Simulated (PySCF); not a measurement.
Species: C₇H₇S (doublet state).
Structure used (GFN2-xTB), in Å, numbered top down from 1:
```xyz
15
C7H7S angstrom
S     -2.918    0.363   -0.475
C     -1.605   -0.591    0.085
C     -1.037   -0.654    1.419
C     -0.160   -0.223    0.227
C      0.927   -1.070   -0.292
C      1.909   -0.270   -0.746
C      1.527    1.108   -0.550
C      0.312    1.152    0.030
H     -2.467    0.488   -1.728
H     -0.798   -1.624    1.834
H     -1.296    0.086    2.169
H      0.890   -2.143   -0.290
H      2.838   -0.582   -1.186
H      2.137    1.950   -0.824
H     -0.263    2.018    0.303
```

The hyperfine couplings belong to this conformer and change with its torsions.

Identity: `C1=CC=CC21[C](S)C2` [radical].

Method used: UKS B3LYP, pcH-1 on C H S, non-relativistic, mean-field spin-orbit, GIAO in PySCF 2.14.0. One conformer (not necessarily the lowest) at the GFN2-xTB geometry, without solvent, vibrations or thermal averaging. A GFN2-xTB geometry isn't a minimum of the functional, and hyperfine couplings can be far from their values at a DFT geometry. Stability of the SCF solution: not tested.

Principal values of hyperfine tensors in MHz (contact, dipolar and spin–orbit terms together), for some of the nuclei:

| atom | isotope | A1 | A2 | A3 |
| --- | --- | --- | --- | --- |
| C2 | 13C | 283.98 | 288.53 | 471.47 |
| H11 | 1H | 39.56 | 41.53 | 49.23 |
| C5 | 13C | 19.61 | 21.00 | 32.87 |
| C3 | 13C | -12.51 | -9.96 | -4.64 |
| S1 | 33S | -17.46 | -12.62 | 47.08 |
| C6 | 13C | -6.24 | -2.66 | -1.16 |
| C7 | 13C | -0.66 | 0.31 | 10.20 |
| H12 | 1H | -6.85 | -4.72 | 2.49 |

(1) Give the isotropic coupling of each nucleus in MHz and in mT (g = 2.0044), and the anisotropic part.

(2) What spin density at the nucleus of H11 lies behind its contact coupling (g_N = 5.58569)?

(3) H10 (1H, g_N = 5.58569) isn't in the table. Its spin density at the nucleus is 0.01553 bohr⁻³. What is its contact coupling?

(4) Which nucleus of the table has the largest anisotropic coupling, and what is its form?

(5) What first-order splitting does H11 cause when the field lies along A1, A2 or A3 of its tensor (g taken as isotropic, no quadrupole term)?

Results:

(1) a_iso = (A1 + A2 + A3)/3, Ti = Ai − a_iso; 1 mT corresponds to 28.055 MHz. The tensors hold a spin–orbit part: the run splits a_iso into a_FC + a_SO, and T includes its anisotropic share.

```tsv
atom	a_iso (MHz)	a_FC	a_SO	a_iso (mT)	T1	T2	T3
C2	347.99	347.76	0.23	12.404	-64.01	-59.46	123.47
H11	43.44	43.43	0.01	1.548	-3.88	-1.91	5.79
C5	24.49	24.51	-0.01	0.873	-4.88	-3.49	8.38
C3	-9.04	-9.05	0.01	-0.322	-3.48	-0.92	4.40
S1	5.67	5.97	-0.30	0.202	-23.13	-18.29	41.41
C6	-3.35	-3.36	0.01	-0.120	-2.89	0.69	2.20
C7	3.28	3.29	0.00	0.117	-3.94	-2.98	6.92
H12	-3.03	-3.03	0.00	-0.108	-3.82	-1.69	5.52
```

(2) a_FC = 800.24 MHz bohr³ × g_N × ρ(0)/(2S). With a_FC = 43.43 MHz and 2S = 1, ρ(0) = 0.009717 bohr⁻³. In magnitude that is 3.1 % of the 1/π = 0.318 of a free hydrogen atom.

(3) By the same relation, a_FC = 69.4 MHz. Its full tensor has the principal values 63.73, 65.94, 78.64 MHz.

(4) C2: -64.0, -59.5, 123.5 MHz (the dipolar term alone has -63.7, -60.0, 123.7), nearly axial, close to the ratio −1:−1:+2, the form that spin in one p orbital centred on that nucleus gives.

(5) 2 lines (I = 1/2), spaced by |A_i|/(g × 13.996): 1.41, 1.48, 1.75 mT along the axes of A1, A2 and A3.
